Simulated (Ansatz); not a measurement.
```yaml
crystal:
  periodic: [false, false, false]
  atoms:
    - {symbol: B, position_ang: [1.438196, 0.638840, -0.307077]}
    - {symbol: B, position_ang: [-0.084930, 0.966501, -0.880302]}
    - {symbol: H, position_ang: [0.967541, 0.881892, -1.635450]}
    - {symbol: B, position_ang: [-0.132978, 0.385014, 0.895327]}
    - {symbol: P, position_ang: [-0.991683, -1.417210, 0.598000]}
    - {symbol: H, position_ang: [0.743316, 0.170271, 1.563121]}
    - {symbol: H, position_ang: [2.297419, 1.295452, 0.286870]}
    - {symbol: H, position_ang: [1.864816, -0.587666, -0.436731]}
    - {symbol: H, position_ang: [-0.377674, 2.252983, -1.036318]}
    - {symbol: H, position_ang: [-0.779175, 0.188681, -1.653173]}
    - {symbol: H, position_ang: [-0.848913, 1.116713, 1.339035]}
    - {symbol: H, position_ang: [-2.186415, -1.388262, -0.050210]}
    - {symbol: H, position_ang: [-0.383139, -2.264388, -0.348700]}
    - {symbol: H, position_ang: [-1.255577, -2.174692, 1.670795]}
basis:
  gaussian: {orbitals: "6-31++G**", fitting: {mean_field: def2-universal-jkfit}}
hamiltonian: {xc: {name: r2SCAN50}}
scf: {omitted_lower_state_checks: [starts]}
output: {forces: true}
```

```sh
$ ansatz run in.yaml --threads 4 --pin off --events-out ev --progress --plain --max-ram 3916MiB
```

It prints (some lines left out):

```
Functional definition: r2SCAN50
  name "r2SCAN50"
  cite "Bursch, Neugebauer, Ehlert & Grimme, J. Chem. Phys. 156, 134105 (2022) doi:10.1063/5.0086040"
  cite "Furness, Kaplan, Ning, Perdew & Sun, J. Phys. Chem. Lett. 11, 8208 (2020) doi:10.1021/acs.jpclett.0c02405"
  cite "Furness, Kaplan, Ning, Perdew & Sun, J. Phys. Chem. Lett. 11, 9248 (2020) doi:10.1021/acs.jpclett.0c03077"
  parent r2scan
  parameter a = 0.5
  parameter k0 = 0.174
  parameter k1 = 0.065
  parameter a1 = 4.9479
  exchange = (1 - a)*r2scan_x(k0 = k0, k1 = k1, a1 = a1) + a*exact_x
  correlation = r2scan_c
these checks for a lower state are left out or cut short: starts
533 factors; integrals over basis functions are off by at most 3.2e-1 eV
mean field evaluation 1: about -11470.2192 eV, gradient 4.1e1 eV
mean field evaluation 2: about -11472.1450 eV, gradient 3.3e1 eV
mean field evaluation 4: about -11475.8545 eV, gradient 3.9e-1 eV
mean field evaluation 8: about -11475.8576 eV, gradient 5.1e-3 eV
mean field -11475.85755146 eV, -421.7299864007 hartree, gradient 4.7e-6 eV, S^2 0.000000; 0 other end points of the search recorded, 0 dependent functions left out
the calculation of the forces begins
reference -11475.85757676 eV, -421.7299873302 hartree; 20, 20 occupied and 120, 120 virtual orbitals, 533 factors
Total energy: -11475.85757676 eV, -421.7299873302 hartree
Atom 0 at     1.438196     0.638840    -0.307077 Å, force     1.501342    -2.867983     0.914996 eV/Å
Atom 1 at    -0.084930     0.966501    -0.880302 Å, force    -2.191063     2.141532    -2.122689 eV/Å
Atom 2 at     0.967541     0.881892    -1.635450 Å, force     0.533575    -0.013616     1.384697 eV/Å
Atom 3 at    -0.132978     0.385014     0.895327 Å, force     0.510451    -1.493472    -3.247603 eV/Å
Atom 4 at    -0.991683    -1.417210     0.598000 Å, force     1.192803     1.664907    -1.505713 eV/Å
Atom 5 at     0.743316     0.170271     1.563121 Å, force     1.703565    -0.441601     1.322256 eV/Å
Atom 6 at     2.297419     1.295452     0.286870 Å, force    -1.012194     0.128506    -1.005695 eV/Å
Atom 7 at     1.864816    -0.587666    -0.436731 Å, force    -0.601788     1.679154     0.071464 eV/Å
Atom 8 at    -0.377674     2.252983    -1.036318 Å, force     0.187331    -2.283271     0.469207 eV/Å
Atom 9 at    -0.779175     0.188681    -1.653173 Å, force     0.799477     0.953040     1.258468 eV/Å
Atom 10 at    -0.848913     1.116713     1.339035 Å, force    -1.635262     1.295910     0.785856 eV/Å
Atom 11 at    -2.186415    -1.388262    -0.050210 Å, force    -1.026051     0.213114    -0.093156 eV/Å
Atom 12 at    -0.383139    -2.264388    -0.348700 Å, force     0.274498     0.125460     0.607464 eV/Å
Atom 13 at    -1.255577    -2.174692     1.670795 Å, force    -0.236684    -1.101679     1.160447 eV/Å
Dipole moment:    -0.525327    -0.973203     0.272689 e Å
Checks for a lower state left out: starts
```

It took 2.2 s on 4 threads of Arm Neoverse V2 on a shared host.

The 6-31G sets use Cartesian d functions.
